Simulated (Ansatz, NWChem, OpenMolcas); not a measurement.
# How basis sets differ on CsI (SMILES [I][Cs])

CsI has 2 atoms, charge 0, and is taken as a singlet. SMILES: `[I][Cs]`. Geometry: the measured bond length.

| atom | x (Å) | y (Å) | z (Å) |
| --- | --- | --- | --- |
| I | 0.0000 | 0.0000 | 0.0000 |
| Cs | 0.0000 | 0.0000 | 3.3152 |

Quantity: the dipole moment, in D. The values are calculated.

```csv
level,kind,program,value (D),CPU time
HF/SBKJC-VDZ (core potential),Hartree–Fock,NWChem,15.21,0.68 s
HF/LANL2DZ (core potential),Hartree–Fock,NWChem,14.92,0.65 s
HF/def2-SVP (core potential),Hartree–Fock,NWChem,12.33,3.3 s
HF/ANO-RCC-MB (DKH2),Hartree–Fock,OpenMolcas,14.34,7.7 s
HF/3-21G,Hartree–Fock,Ansatz,15.05,2.3 s
"HF/ANO-RCC-VDZ (DKH2, RICD fitting)",Hartree–Fock,OpenMolcas,15.18,18 s
HF/def2-TZVP (core potential),Hartree–Fock,NWChem,12.27,11 s
HF/jorge-DZP,Hartree–Fock,NWChem,14.65,29 s
HF/jorge-TZP,Hartree–Fock,NWChem,13.56,62 s
```

All-electron rows without a relativistic Hamiltonian named are non-relativistic, while core potentials hold scalar relativity, so basis and relativity change together. The values span 12.27 to 15.21 D. Sets without polarisation functions give poor dipoles. Times are those of the runs behind each value, whatever else they computed, on shared processors of several kinds: orders of magnitude only.
